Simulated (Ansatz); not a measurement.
Reaction (formal exchange of groups at the Si–C bond): `C[SiH]1CCO1` + `ClC(Br)Br` → `Br[SiH]1CCO1` + `CC(Cl)Br`

Program: Ansatz. Geometries: PBE0-D4/def2-TZVP. ΔE: electronic, gas phase. CCSD(T)/CBS adds triple-zeta CCSD(T) − MP2 to the extrapolated MP2 energy (def2 sets, frozen cores). Functionals use def2-TZVPP. B3LYP here is the variant with VWN-RPA as its local correlation; programs differ in this. For Br outer-core shells are correlated without core-valence functions, which leaves a few kJ/mol of doubt a bond. Scalar relativity is left out up to krypton.

| level | ΔE (kJ/mol) | difference from CCSD(T)/CBS |
| --- | --- | --- |
| PBE-D4 | -145.2 | 11.4 |
| r2SCAN-D4 | -155.3 | 1.3 |
| PBE0-D4 | -154.3 | 2.3 |
| ωB97X-V | -154.8 | 1.8 |
| ωB97M-V | -154.4 | 2.2 |
| PBE | -145.7 | 10.9 |
| B3LYP | -151.2 | 5.4 |
| HF/def2-TZVPP | -173.8 | -17.2 |
| MP2/def2-TZVPP | -155.3 | 1.3 |
| SCS-MP2/def2-TZVPP | -153.8 | 2.8 |
| HF/def2-QZVPP | -173.5 | -16.9 |
| MP2/def2-QZVPP | -156.8 | -0.2 |
| SCS-MP2/def2-QZVPP | -155.4 | 1.2 |
| HF/CBS(def2) | -173.4 | -16.8 |
| MP2/CBS(def2) | -158.1 | -1.5 |
| CCSD/CBS(def2) | -159.2 | -2.6 |
| CCSD(T)/CBS | -156.6 | 0 |

Largest T1 diagnostic among the species: 0.011.

In def2-TZVPP, CCSD(T) changes the Hartree–Fock value by +20.0 kJ/mol (the triples alone add +2.6 kJ/mol) and MP2 by +18.5 kJ/mol. From PBE to PBE0 (25 % exact exchange), in def2-TZVPP and without D4, ΔE moves by −9.0 kJ/mol.
